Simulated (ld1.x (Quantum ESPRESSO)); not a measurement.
**Scattering properties, TM potential for Pt (Z = 78)**

platinum, norm-conserving Troullier–Martins (Kleinman–Bylander form), made with ld1.x (Quantum ESPRESSO) 7.5 (LDA (PZ), fully relativistic). Core [Xe] 4f14, reference 5d8 6s2 6p0. Waves: 6s (bound): rc 2.10 bohr; 5d (bound): rc 1.85 bohr; 6p (bound, empty): rc 2.60 bohr. Local part: the p channel. Core correction: a·sin(br)/r model core, default radius (core density twice the valence density).

Open shells are filled in proportion to 2j + 1 (rel_dist='average').

The phase is arctan(r·u′/u) with u = r·R(r), unwrapped; energies in Ry, scanned from -3 to 5 Ry. A pole is an energy at which the radial function vanishes at the test radius. The pseudo phase is shifted by a multiple of π to meet the all-electron one at the reference energy, and phase errors are pseudo minus all-electron; the curves can meet again beyond the range given. Levels narrower than the energy grid can be missing from the lists of poles.

```csv
channel,radius (bohr),reference energy (Ry),"poles, all-electron","poles, pseudo",unbroken range about the reference energy with phases within 0.05 rad,phase error 1 Ry above the reference energy (rad)
s,2.86,-0.50,0.86,"0.71, 2.96",below 1.1,-0.018
p1/2,2.86,-0.13,1.92,1.99,not even at the reference energy,+0.091
p3/2,2.86,-0.08,2.46,1.99,not even at the reference energy,-0.081
d3/2,2.86,-0.67,"-0.47, 4.70",-0.46,below 0.6,+0.034
d5/2,2.86,-0.57,"-0.33, 4.85",-0.32,below 0.7,+0.033
```

Phases in the p3/2 channel:

```json
{"E (Ry)": "-3.00", "all-electron": "1.359", "pseudo": "1.349"}
{"E (Ry)": "-2.52", "all-electron": "1.334", "pseudo": "1.325"}
{"E (Ry)": "-2.04", "all-electron": "1.302", "pseudo": "1.292"}
{"E (Ry)": "-1.56", "all-electron": "1.254", "pseudo": "1.243"}
{"E (Ry)": "-1.08", "all-electron": "1.177", "pseudo": "1.161"}
{"E (Ry)": "-0.60", "all-electron": "1.026", "pseudo": "0.993"}
{"E (Ry)": "-0.12", "all-electron": "0.628", "pseudo": "0.516"}
{"E (Ry)": "0.36", "all-electron": "-0.447", "pseudo": "-0.649"}
{"E (Ry)": "0.84", "all-electron": "-1.145", "pseudo": "-1.235"}
{"E (Ry)": "1.32", "all-electron": "-1.377", "pseudo": "-1.436"}
{"E (Ry)": "1.80", "all-electron": "-1.485", "pseudo": "-1.540"}
{"E (Ry)": "2.28", "all-electron": "-1.552", "pseudo": "-1.615"}
{"E (Ry)": "2.76", "all-electron": "-1.601", "pseudo": "-1.688"}
{"E (Ry)": "3.24", "all-electron": "-1.644", "pseudo": "-1.789"}
{"E (Ry)": "3.72", "all-electron": "-1.688", "pseudo": "-2.015"}
{"E (Ry)": "4.20", "all-electron": "-1.741", "pseudo": "-3.090"}
{"E (Ry)": "4.68", "all-electron": "-1.818", "pseudo": "-4.272"}
```
